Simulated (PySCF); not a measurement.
# Computed records: GeH3NO, AlGeH4NO

Calculation on a computer-drawn molecule: the log of a Hartree-Fock and frozen-core CCSD(T) single point meant for a local Hartree-Fock minimum, with one planted fault or none, to be diagnosed. Offsets are logged minus clean, where the clean run is the same molecule without the fault. The reference is restricted for singlets and unrestricted otherwise, and also for a bond in bohr or an excited solution. Adding or removing an electron swaps singlet and doublet. The excited solution moves the top pair (singlet) or top alpha electron (doublet) to the lowest empty orbital. Highest occupied and lowest empty are orbital energies over both spins, largest force is the largest gradient component, triples share is (T) over the correlation energy, the T1 limit is 0.02 restricted and 0.045 unrestricted, electrons count all cores, a negative frequency is imaginary (commonest isotopes), and the dipole is about the centre of nuclear charge; on germanium a core potential holds 10 electrons, which the energies leave out, and 3d is frozen in MP2 and coupled-cluster steps. Program: PySCF 2.14.0.

Common to all runs: meant charge 0; meant multiplicity 1; meant basis and core potential on germanium cc-pVDZ-PP ECP10MDF; logged SCF converged yes; logged spin squared 0; logged CC converged yes; logged SCF stable within its kind yes; possible faults no fault, one electron removed, one electron added, multiplicity raised by two, geometry at a saddle point, SCF held on an excited solution, minimal basis STO-3G, one bond length entered in bohr, all coordinates scaled.

Notes on all entries: T1 above single-reference limit.

(1) 
```xyz
6
formula=GeH3NO meant_basis=cc-pVDZ logged_electrons=50 logged_basis_functions=66 logged_highest_occupied=-10.952 logged_lowest_empty=2.4488 logged_largest_force=9.785e-06 logged_lowest_frequency=188.31 logged_T1_diagnostic=0.023414 logged_D1_diagnostic=0.081246 logged_triples_share=0.031649 logged_dipole_magnitude=5.4035 logged_energy_HF=-424.4063 logged_energy_CCSD(T)=-424.89658
N     -0.7602     1.1703     0.8563
Ge    -0.7032    -0.5700     1.1914
O      0.4312    -1.5707     0.6149
H     -0.0772     1.6244     0.2818
H     -1.4638     1.7839     1.2162
H     -1.8848    -0.9071     2.0889
```

Units: logged_highest_occupied, logged_lowest_empty in eV; logged_largest_force in hartree/bohr; logged_lowest_frequency in cm⁻¹; logged_dipole_magnitude in debye; logged_energy_HF, logged_energy_CCSD(T) in hartree.

Drawn bonds:
```tsv
atom	other atom	order
1	2	1
2	3	2
1	4	1
1	5	1
2	6	1
```

(2) 
```xyz
8
formula=AlGeH4NO meant_basis=cc-pV(D+d)Z logged_electrons=64 logged_basis_functions=94 logged_highest_occupied=-7.5646 logged_lowest_empty=0.7435 logged_largest_force=1.915e-05 logged_lowest_frequency=39.455 logged_T1_diagnostic=0.020221 logged_D1_diagnostic=0.071438 logged_triples_share=0.027063 logged_dipole_magnitude=1.9001 logged_energy_HF=-666.99594 logged_energy_CCSD(T)=-667.54991
N      1.0205    -0.5250     1.9693
Ge     1.0041     1.2923     1.8381
Al    -0.8657     1.2770     0.0225
O     -1.4353     2.7430    -0.6189
H      1.6428    -0.9919     2.6036
H      0.4583    -1.1852     1.4649
H     -1.5297    -0.0637    -0.5415
H     -2.1012     2.8700    -1.2746
```

Units: logged_highest_occupied, logged_lowest_empty in eV; logged_largest_force in hartree/bohr; logged_lowest_frequency in cm⁻¹; logged_dipole_magnitude in debye; logged_energy_HF, logged_energy_CCSD(T) in hartree.

Drawn bonds:
```tsv
atom	other atom	order
1	2	1
2	3	1
3	4	1
1	5	1
1	6	1
3	7	1
4	8	1
```

Question: Which fault was planted in the run of GeH3NO (entry 1)?
Answer: no fault

Question: Which fault was planted in the run of AlGeH4NO (entry 2)?
Answer: no fault

Further results for GeH3NO (entry 1):

| Item | Value |
| --- | --- |
| HF energy offset from clean run | 0 kcal/mol |
| CCSD(T) energy offset from clean run | 0 kcal/mol |

Further results for AlGeH4NO (entry 2):

| Property | Result |
| --- | --- |
| HF energy offset from clean run | 0 kcal/mol |
| CCSD(T) energy offset from clean run | 0 kcal/mol |
